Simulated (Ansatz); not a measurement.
`CO[Si]F` + `OBCl` → `CO[Si]Cl` + `OBF`  (redistribution)

Gas-phase electronic energies from Ansatz, PBE0-D4/def2-TZVP geometries. CBS: MP2 limit from def2 TZ/QZ plus the TZ coupled-cluster correction, frozen cores. This one scheme is used for every species. DFT in def2-TZVPP. B3LYP here is the variant with VWN-RPA as its local correlation; programs differ in this. HSE06 is defined as in plane-wave codes. One conformer a species, not always the lowest.

```csv
level,ΔE (kJ/mol),difference from CCSD(T)/CBS
revPBE-D4,-17.9,-4.6
BLYP-D4,-17.9,-4.6
r2SCAN-D4,-16.0,-2.7
B97M-V,-15.0,-1.7
PBE0-D4,-18.4,-5.1
B3LYP-D4,-18.1,-4.8
r2SCAN0-D4,-17.4,-4.1
HSE06-D4,-18.8,-5.5
CAM-B3LYP-D4,-14.4,-1.1
B2PLYP,-14.4,-1.1
revPBE,-15.9,-2.6
RPA@PBE/def2-TZVPP,-10.8,2.5
SCS-MP2/def2-TZVPP,-12.2,1.1
HF/def2-QZVPP,-16.5,-3.2
MP2/def2-QZVPP,-12.6,0.7
SCS-MP2/def2-QZVPP,-11.7,1.6
CCSD(T)/CBS,-13.3,0
```

Largest T1 diagnostic among the species: 0.014.

In def2-TZVPP, CCSD(T) changes the Hartree–Fock value by +4.9 kJ/mol (the triples alone add −0.2 kJ/mol) and MP2 by +5.0 kJ/mol. Leaving LDA and LC-ωPBE aside and taking each functional with its dispersion term where it has one, the values, not all of them listed here, spread over 7.0 kJ/mol, from BHLYP-D4 to ωB97X-V. At CCSD(T), def2-SVP lies −8.8 kJ/mol from the extrapolated value and def2-TZVPP −0.0 kJ/mol.
